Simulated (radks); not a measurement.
Coherent X-ray form factor from a spherical all-electron density. Method: scalar-relativistic Kohn-Sham, SCAN, spin-polarised, spherical densities, finite nucleus; meta-GGA in the generalised Kohn-Sham scheme; Fermi nuclear charge, rms radius of each element as measured or else 0.836 A^(1/3) + 0.57 fm; computed with a radial shooting solver on a logarithmic mesh with Libxc functionals.

| sin(theta)/lambda (1/angstrom) | f0 (electrons) |
|---|---|
| 0.05 | 74.323 |
| 0.1 | 72.405 |
| 0.15 | 69.536 |
| 0.2 | 66.086 |
| 0.25 | 62.398 |
| 0.3 | 58.728 |
| 0.4 | 51.993 |
| 0.5 | 46.310 |
| 0.6 | 41.549 |
| 0.8 | 33.896 |
| 1 | 27.895 |
| 1.25 | 22.300 |
| 1.5 | 18.579 |
| 2 | 14.524 |

The species is in the configuration that NIST lists as its ground one. Which atom or ion scatters so?

Answer. The platinum ion Pt3+, [Xe] 4f14 5d7. Extrapolating in s^2 from the first two rows gives f0(0) = 75.0, near the electron count 75; among species with that count, the fall with angle is slower the higher Z, and the table is that of Z = 78; from so few rows the species is fixed only to a neighbour or two.
